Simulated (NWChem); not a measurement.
Species: CH5Cl2FSi2; SMILES F[SiH2]C[SiH](Cl)Cl

```xyz
11

Si     0.2149    -2.2131     0.0094
F     -0.7413    -3.5260     0.1244
C     -0.8755    -0.6937     0.1391
Si    -0.1226     0.8787    -0.4982
Cl    -1.1524     2.5167     0.2116
Cl     1.8359     0.9884     0.1591
H      1.1978    -2.2678     1.1220
H      0.8902    -2.2690    -1.3169
H     -1.8032    -0.8766    -0.4325
H     -1.1661    -0.5491     1.1935
H     -0.1055     0.9543    -1.9791
```
Atoms are numbered in this order, from 1.

Computed with NWChem. Coordinates come from a PBE0/def2-SVP optimisation. Hybrids' shares of exact exchange are those that their runs print; pure functionals count as 0. The functionals differ in more than this share.

```csv
row,share of exact exchange,highest occupied level (eV)
PBE/def2-TZVP,0.00,-7.65
BLYP/def2-TZVP,0.00,-7.51
TPSSh/def2-TZVP,0.10,-8.31
B3LYP/def2-TZVP,0.20,-8.76
Hartree-Fock/def2-TZVP,1.00,withheld
```

Q: Fit a straight line of the last column on the one before it, predict the withheld value, and compare with the run.

A: 
1. Means of the 4 shown rows: x = 0.075, y = -8.057. Slope Σ(x − x̄)(y − ȳ)/Σ(x − x̄)² = -0.1657/0.02750 = -6.027; intercept -7.605.
2. The shown rows scatter about the line by 0.078 (root mean square); the largest residual is -0.10, at TPSSh/def2-TZVP.
3. At x = 1.00 (Hartree-Fock/def2-TZVP; beyond the shown range) the line gives -13.63.
4. The run gives -12.20, +1.43 from the line, 18.4 times the scatter.
